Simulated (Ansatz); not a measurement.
Cost and result for the atomization energy of C5H4F6 (`F[C@H]1CC(F)(F)[C@H](F)C1(F)F`) (15 atoms, 15 bonds).

| atom | x (Å) | y (Å) | z (Å) |
| --- | --- | --- | --- |
| F1 | 2.105 | -0.240 | -0.369 |
| C2 | 0.908 | 0.162 | -0.920 |
| C3 | -0.103 | -0.969 | -0.864 |
| C4 | -0.789 | -0.862 | 0.502 |
| F5 | -2.128 | -0.789 | 0.370 |
| F6 | -0.530 | -1.942 | 1.278 |
| C7 | -0.246 | 0.418 | 1.168 |
| F8 | -1.177 | 1.085 | 1.889 |
| C9 | 0.298 | 1.224 | -0.005 |
| F10 | -0.716 | 1.824 | -0.671 |
| F11 | 1.169 | 2.173 | 0.365 |
| H12 | 1.098 | 0.553 | -1.921 |
| H13 | 0.378 | -1.937 | -0.996 |
| H14 | -0.861 | -0.840 | -1.637 |
| H15 | 0.594 | 0.140 | 1.812 |

Charge 0, multiplicity 1. The structure was optimised at the PBE0-D4/def2-TZVP level. Program: Ansatz. All runs use 4 threads of an AMD EPYC 7R13 on a shared host and a share of an NVIDIA H100 80 GB. Times are those of one run each, without the atoms' runs, and a repeat can differ threefold. Electronic energies, without spin–orbit coupling; frozen cores. CCSD(T)/CBS adds CCSD(T) − MP2 in def2-TZVPP to the MP2 limit, and its time is that of the two runs behind it. T1 = 0.012. HSE06 is the plane-wave form, built on full-range PBE exchange.

CCSD(T)/CBS is a level of theory with its own doubt, some kJ/mol a heavy atom from the limit and from the frozen cores, so smaller differences don't rank the functionals.

```csv
level,functions,wall time
HSE06-D4/def2-TZVPP,397,4.8 s
BHLYP-D4/def2-TZVPP,397,4.8 s
r2SCANh-D4/def2-TZVPP,397,4.9 s
PBE0-D4/def2-TZVPP,397,6.5 s
revPBE-D4/def2-TZVPP,397,6.5 s
PBE-D4/def2-TZVPP (with forces),397,7 s
CAM-B3LYP-D4/def2-TZVPP,397,8 s
B2PLYP/def2-TZVPP,397,9.5 s
CCSD(T)/def2-SVP,174,10 s
MP2/def2-QZVPP,747,10 s
ωB97M-V/def2-TZVPP (with forces),397,15 s
CCSD(T)/def2-TZVPP,397,45 s
CCSD(T)/CBS(def2),–,55 s
```

(1) What atomization energy does each give, and how far from CCSD(T)/CBS? (An estimate is asked.)

Results:

(1) Ansatz gave: 
```json
{"level": "HSE06-D4/def2-TZVPP", "atomization (kcal/mol)": "1549.8", "difference from CCSD(T)/CBS": "21.9", "per bond": "1.5"}
{"level": "BHLYP-D4/def2-TZVPP", "atomization (kcal/mol)": "1450.6", "difference from CCSD(T)/CBS": "-77.3", "per bond": "-5.2"}
{"level": "r2SCANh-D4/def2-TZVPP", "atomization (kcal/mol)": "1525.5", "difference from CCSD(T)/CBS": "-2.4", "per bond": "-0.2"}
{"level": "PBE0-D4/def2-TZVPP", "atomization (kcal/mol)": "1548.3", "difference from CCSD(T)/CBS": "20.4", "per bond": "1.4"}
{"level": "revPBE-D4/def2-TZVPP", "atomization (kcal/mol)": "1541.0", "difference from CCSD(T)/CBS": "13.1", "per bond": "0.9"}
{"level": "PBE-D4/def2-TZVPP (with forces)", "atomization (kcal/mol)": "1599.3", "difference from CCSD(T)/CBS": "71.4", "per bond": "4.8"}
{"level": "CAM-B3LYP-D4/def2-TZVPP", "atomization (kcal/mol)": "1541.1", "difference from CCSD(T)/CBS": "13.2", "per bond": "0.9"}
{"level": "B2PLYP/def2-TZVPP", "atomization (kcal/mol)": "1509.9", "difference from CCSD(T)/CBS": "-18.0", "per bond": "-1.2"}
{"level": "CCSD(T)/def2-SVP", "atomization (kcal/mol)": "1461.7", "difference from CCSD(T)/CBS": "-66.2", "per bond": "-4.4"}
{"level": "MP2/def2-QZVPP", "atomization (kcal/mol)": "1571.4", "difference from CCSD(T)/CBS": "43.5", "per bond": "2.9"}
{"level": "ωB97M-V/def2-TZVPP (with forces)", "atomization (kcal/mol)": "1538.8", "difference from CCSD(T)/CBS": "10.9", "per bond": "0.7"}
{"level": "CCSD(T)/def2-TZVPP", "atomization (kcal/mol)": "1487.2", "difference from CCSD(T)/CBS": "-40.7", "per bond": "-2.7"}
{"level": "CCSD(T)/CBS(def2)", "atomization (kcal/mol)": "1527.9", "difference from CCSD(T)/CBS": "0.0", "per bond": "0.0"}
```

From PBE to PBE0 (25 % exact exchange), in def2-TZVPP and without D4, the atomization energy moves by −49.5 kcal/mol: exact exchange takes away binding that semilocal exchange gives to molecules. At CCSD(T), def2-SVP lies −66.2 kcal/mol from the extrapolated value and def2-TZVPP −40.6 kcal/mol: correlation converges slowly with the basis, and small sets miss more of it in the bonded molecule than in its fragments. In def2-TZVPP, CCSD(T) changes the Hartree–Fock value by +420.1 kcal/mol (the triples alone add +31.4 kcal/mol) and MP2 by +480.5 kcal/mol; breaking electron pairs costs correlation energy, which Hartree–Fock lacks.
